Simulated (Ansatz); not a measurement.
`CC[SiH2]Br` + PH₃ → `CC[SiH2]P` + HBr at 500 K and 1 bar (ligand exchange at the Si–Br bond).

Program: Ansatz. Geometries: PBE0-D4/def2-TZVP. ΔE: electronic, gas phase. CCSD(T)/CBS adds triple-zeta CCSD(T) − MP2 to the extrapolated MP2 energy (def2 sets, frozen cores). This one scheme is used for every species. For Br outer-core shells are correlated without core-valence functions, which leaves a few kJ/mol of doubt a bond. Scalar relativity is left out up to krypton. Each species was taken in one conformer, which may not be the lowest.

| species | CCSD(T)/CBS energy (Eh) | H − E (kJ/mol) | S (J/(mol·K)) |
| --- | --- | --- | --- |
| `CC[SiH2]Br` | -2942.77097 | 263.2 | 404.8 |
| PH₃ | -342.72256 | 81.5 | 231.4 |
| `CC[SiH2]P` | -711.54406 | 313.4 | 422.4 |
| HBr | -2573.91920 | 30.5 | 213.7 |

H − E and S are ideal-gas, rigid-rotor, harmonic terms from PBE0-D4/def2-TZVP, for one conformer and one mirror image of each species. 1 Eh = 2625.50 kJ/mol, R = 8.31446 J/(mol·K).

Problem. By hand: ΔE, ΔH, ΔS and ΔG.

Solution. ΔE = (-711.54406) + (-2573.91920) − (-2942.77097) − (-342.72256) = 0.03027 Eh = 79.5 kJ/mol. Δ(H − E) = 313.4 + 30.5 − 263.2 − 81.5 = -0.8, so ΔH = 78.7 kJ/mol. ΔS = 422.4 + 213.7 − 404.8 − 231.4 = -0.1 J/(mol·K). ΔG = 78.7 − 500 × (-0.1)/1000 = 78.8 kJ/mol.

Problem. By hand: the equilibrium constant, and the temperature at which ΔG would vanish if ΔH and ΔS stayed fixed.

Solution. log₁₀ K = −ΔG/(RT ln 10) = -8.2. ΔH and −TΔS have one sign here, so there is no such temperature.

The number of gas molecules stays the same, so ΔS is small and ΔH decides. A doubt of 5 kJ/mol in ΔE shifts log₁₀ K by 0.5 here. Other conformers and mirror images would add mixing entropy, several J/(mol·K) or more a flexible species. These are equilibria of isolated gas molecules and say nothing of rates. Largest T1 diagnostic: 0.013 (customary marks: 0.02 for closed shells, 0.045 for open ones).

ΔS is within the doubt of such terms, so its sign, and with it that verdict, could turn.
